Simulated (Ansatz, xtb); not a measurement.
Spectroscopic constants of MoO, multiplicity 5 (the spin of the measured ground state). No spin–orbit coupling. The T1 diagnostic near the minimum is 0.060, so single-reference values are doubtful.

Constants: fifth-degree fit in 1/R to seven points, most abundant isotopes. In def2 and cc sets the state is the lowest found near the PBE0 minimum, followed along R.

Run with Ansatz (Gaussian orbitals); xtb for the GFN methods.  In def2 rows elements past Kr take small-core potentials, without spin–orbit coupling. The GFN methods have no spin term and hold the electronic entropy of 300 K.

### Question
What bond length and harmonic frequency does GFN1-xTB give?

### Answer
r_e = 1.722 Å, ω_e = 867 cm⁻¹.

### Question
What bond length and harmonic frequency does PBE/def2-TZVPP give, and what D_e (from each atom's lowest state at the same level)?

### Answer
r_e = 1.699 Å, ω_e = 945 cm⁻¹, D_e = 6.12 eV.

### Question
What bond length and harmonic frequency does B3LYP/def2-TZVPP give, and what D_e (from each atom's lowest state at the same level)?

### Answer
r_e = 1.695 Å, ω_e = 963 cm⁻¹, D_e = 5.49 eV.

Measured for the ground state: D_0 5.414 ± 0.019 eV [Morse and co-workers].

Ansatz is an electronic-structure program.
